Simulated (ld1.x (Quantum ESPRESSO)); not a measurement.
**What one change does to a pseudopotential (oxygen, ultrasoft)**

ld1.x (Quantum ESPRESSO) 7.5 input, shortened:

```
&input
   title='O', zed=8., rel=0, dft='PBE', iswitch=3,
   config='[He] 2s2 2p3'
 /
 &inputp
   pseudotype=3, tm=.true., lloc=-2, rcloc=0.85,
   nlcc=.true., rcore=1.10,
   which_augfun='PSQ', rmatch_augfun=1.00
 /
4
2S  1  0   2.00   0.00  0.95  1.05  0.0
2S  1  0   0.00   1.05  0.95  1.05  0.0
2P  2  1   3.00   0.00  1.20  1.45  0.0
2P  2  1   0.00   0.70  1.20  1.45  0.0
 &test
   configts(1)='2s2 2p3'
 /
```

Change: all radii but the core radius scaled by about 1.27 (s 1.34, p 1.84 bohr, rcut 1.20/1.52); local potential all-electron potential smoothed inside 1.08 bohr (lloc = -2); augmentation PSQ, radius 1.26 bohr.

Cutoffs: the cutoffs (Ry, on a coarse ladder) from which the occupation-weighted sum of valence levels, in a spherical-Bessel basis at the reference potential, stays within 10 and 1 mRy of its value at 400 Ry; they do not see the model core or the augmentation charge, which bear on the density cutoff. Errors are all-electron minus pseudo energies relative to the spin-unpolarised reference configuration.

Task: Predict the effect on cutoff, ghosts and configuration errors.

Result: The potential gets softer (35 Ry and 55 Ry → 25 Ry and 35 Ry); of the 7 tests that both files solve, the error grows in 7 and shrinks in 0 by more than 15 % and 0.3 meV (median size 21.9 → 64.7 meV); neither file shows a bound ghost. A larger radius leaves more room for a smooth pseudo-wave, so fewer plane waves are needed. More of the atom is replaced by a form fitted at one configuration, so other configurations suffer.

| quantity | base | changed |
| --- | --- | --- |
| cutoff, loose | 35 Ry | 25 Ry |
| cutoff, tight | 55 Ry | 35 Ry |
| loose cutoff by channel (10 mRy a level) | s 18 Ry, p 30 Ry | s 18 Ry, p 15 Ry |
| bound ghosts | none | none |
| error for 2s2 2p4, meV [ΔE -16.44 eV] | +9.5 | +30 |
| error for 2s2 2p2, meV [ΔE 33.59 eV] | +22 | +65 |
| error for 2s2 2p1, meV [ΔE 87.47 eV] | +120 | +301 |
| error for 2s2 2p0, meV [ΔE 164.37 eV] | +437 | +608 |
| error for 2s1 2p5, meV [ΔE -1.54 eV] | +34 | +81 |
| error for 2s2 2p4.3, meV [ΔE -18.56 eV] | +13 | +43 |
| error for 2s2 2p3.5, meV [ΔE -10.15 eV] | +3.1 | +9.6 |
| lowest overlap eigenvalue by channel | s 0.56, p 0.62 | s 0.55, p 0.21 |
